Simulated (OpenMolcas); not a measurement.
**Computed transition rates of S**

```json
{
  "Program": "OpenMolcas",
  "Method": "SS-CASPT2, IPEA 0.25 Eh, imaginary shift 0.1 Eh (closed shells correlated: 2s 2p)",
  "Basis": "ANO-RCC [8s7p5d4f2g]",
  "Scalar Hamiltonian": "DKH2, point nucleus",
  "Active space": "6 electrons in 8 orbitals (3s 3p 4s 4p)",
  "State averaging": "2S+1 = 3 even, 3 roots; 2S+1 = 1 even, 6 roots; 2S+1 = 3 odd, 3 roots (0 in the spin-orbit step)",
  "Spin-orbit coupling": "state interaction with AMFI integrals over the reference wave functions, term energies averaged over their components"
}
```

Rates come from the transition moments of the reference wave functions (E1 and E2 in the length form). At fixed line strength A goes as λ^-3 for E1 and M1 and as λ^-5 for E2, so a rate at the computed wavelength can be rescaled to the measured one. Measured vacuum wavelengths follow from level energies in NIST Handbook of Basic Atomic Spectroscopic Data. Branching counts decays inside the model space alone, at computed energies, and the table is only a selection of the E2 and M1 lines, drawn from those between levels with measured partners whose computed energy lies within a factor of 1.5 of the measured one.

```csv
Upper,Lower,Type,λ computed (nm),λ measured (nm),A computed (s-1),A rescaled (s-1),Branching %
3s² 3p⁴ ³P₀,3s² 3p⁴ ³P₁,M1,60930,56310,2.39e-04,3.03e-04,100.0
3s² 3p⁴ ³P₁,3s² 3p⁴ ³P₂,M1,27840,25250,1.05e-03,1.41e-03,100.0
3s² 3p⁴ ¹D₂,3s² 3p⁴ ³P₁,M1,1097,1131,7.63e-03,,22.7
3s² 3p⁴ ¹D₂,3s² 3p⁴ ³P₂,M1,1056,1082,2.57e-02,,76.5
3s² 3p⁴ ¹D₂,3s² 3p⁴ ³P₂,E2,1056,1082,2.30e-04,,0.7
3s² 3p⁴ ¹S₀,3s² 3p⁴ ¹D₂,E2,773.9,772.7,1.76e+00,1.77e+00,84.4
3s² 3p⁴ ¹S₀,3s² 3p⁴ ³P₁,M1,453.8,459.1,3.17e-01,,15.3
```

Spin-changing lines and M1 lines between different terms are not rescaled, since their strength hangs on the term gaps too.

The largest correction is for 3s² 3p⁴ ³P₁ → 3s² 3p⁴ ³P₂ (M1): 1.05e-03 × (27840 / 25250)^3 = 1.41e-03 s-1, a factor of 1.34.

No measured rate stands beside these. Rescaling mends the energy factor alone: line strengths can still be far off where a level mixes with configurations outside the active space, and weak or spin-changing lines hang on small mixing coefficients that depend on the term gaps too, so rescaling need not improve them.

Term energies are means over components that CASPT2 splits; among the terms shown or strongly mixed into the levels shown the widest spread is 67 cm-1 (3s² 3p⁴ ¹D). Active for correlation alone: 4p 4s; no level in the range computed is led by a configuration that fills them, so any true level of that kind is missing. No level of 3s 3p⁵ was computed, though it lies in the active space. Computed and measured levels are paired by configuration, term and J; levels that our copy of the source lacks, or whose pairing is in doubt (as where it misses far off the trend of its configuration), stay unpaired. Only configurations of the active space appear.
